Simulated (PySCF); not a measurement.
## Bonding in `Fc1c(Cl)sc2cc[nH]c12`

Species: C6H3ClFNS.
Atom-mapped SMILES: `[F:1][c:2]1[c:3]([Cl:4])[s:5][c:6]2[cH:7][cH:8][nH:9][c:10]12` (hydrogens: H11 on C7; H12 on C8; H13 on N9)

Bond orders from the PBE0/pcSseg-1 density (PySCF). Geometry: GFN2-xTB; no solvent, vibrations or thermal averaging.

Where do the orders between heavy atoms depart from those drawn in the SMILES?

The largest departure is 0.459, at C3–S5 (drawn aromatic, 1.041), counting aromatic bonds as 1.5. The bonds drawn aromatic range from 1.04 to 1.55.

Set the Mayer orders of the bonds beside their lengths.

```tsv
bond	drawn as	length (Å)	Mayer order
F1–C2	single	1.344	0.971
C2–C3	aromatic	1.365	1.436
C3–Cl4	single	1.709	1.103
C3–S5	aromatic	1.752	1.041
S5–C6	aromatic	1.732	1.045
C6–C7	aromatic	1.407	1.322
C7–C8	aromatic	1.372	1.551
C8–N9	aromatic	1.365	1.167
N9–C10	aromatic	1.359	1.072
C10–C2	aromatic	1.411	1.192
C10–C6	aromatic	1.396	1.286
C7–H11	single	1.070	1.001
C8–H12	single	1.071	0.975
N9–H13	single	1.006	0.931
```

By pair of heavy elements: C–C: lowest C10–C2 (1.192, 1.411 Å), highest C7–C8 (1.551, 1.372 Å); in 2 of the 10 pairs the longer bond (by over 0.003 Å) has the higher order (by 0.02 or more). C–S: all 2 within 0.02 of one another (1.041 to 1.045). C–N: lowest N9–C10 (1.072, 1.359 Å), highest C8–N9 (1.167, 1.365 Å); in 1 of the 1 pairs the longer bond (by over 0.003 Å) has the higher order (by 0.02 or more).

Sum the orders of all bonds at each heavy atom with more than one neighbour and set the sums beside the valence in the SMILES.

C2 3.599 (drawn 4), C3 3.580 (drawn 4), S5 2.086 (drawn 2), C6 3.653 (drawn 4), C7 3.874 (drawn 4), C8 3.693 (drawn 4), N9 3.170 (drawn 3), C10 3.550 (drawn 4). Orders between atoms that aren't bonded are not in these sums.

Mayer orders depend on the basis set.

The run behind these numbers computed NMR shieldings as well. Time: 38 s of wall time (grids of density and orbitals included); peak memory 0.88 GiB. Hardware: one thread, Arm Neoverse V2 (aarch64) (shared host).
